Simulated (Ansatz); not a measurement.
Consider the ligand exchange at the Si–O bond: `[OH][Sc]([OH])[O][SiH3]` + `O[SiH]` → `[SiH]O[SiH3]` + `[OH][Sc]([OH])[OH]`.

Isolated molecules relaxed with PBE0-D4/def2-TZVP in Ansatz; ΔE leaves out vibrations. CCSD(T)/CBS is the MP2 limit (def2-TZVPP, def2-QZVPP) plus CCSD(T) − MP2 in def2-TZVPP, frozen cores. This one scheme is used for every species. DFT in def2-TZVPP. B3LYP here is the variant with VWN-RPA as its local correlation; programs differ in this. For Sc outer-core shells are correlated without core-valence functions, which leaves a few kJ/mol of doubt a bond. Scalar relativity is left out up to krypton. One conformer a species, not always the lowest.

```tsv
level	ΔE (kcal/mol)
B3LYP-D4	4.1
r2SCANh-D4	5.3
r2SCAN0-D4	5.2
CAM-B3LYP-D4	4.2
PBE	5.0
revPBE	5.4
MP2/def2-SVP	8.2
MP2/CBS(def2)	5.2
```

**Question.** What does CCSD(T)/CBS give? (Best estimate.)

**Answer.** The calculation gave: +5.4 kcal/mol. The listed levels differ from it by -1.3, -0.1, -0.2, -1.2, -0.4, 0.0, 2.8, -0.2 kcal/mol.

Largest T1 diagnostic among the species: 0.016.

At CCSD(T), def2-SVP lies +2.6 kcal/mol from the extrapolated value and def2-TZVPP −0.0 kcal/mol. Leaving LDA and LC-ωPBE aside and taking each functional with its dispersion term where it has one, the values, not all of them listed here, spread over 1.5 kcal/mol, from BLYP-D4 to r2SCAN-D4.
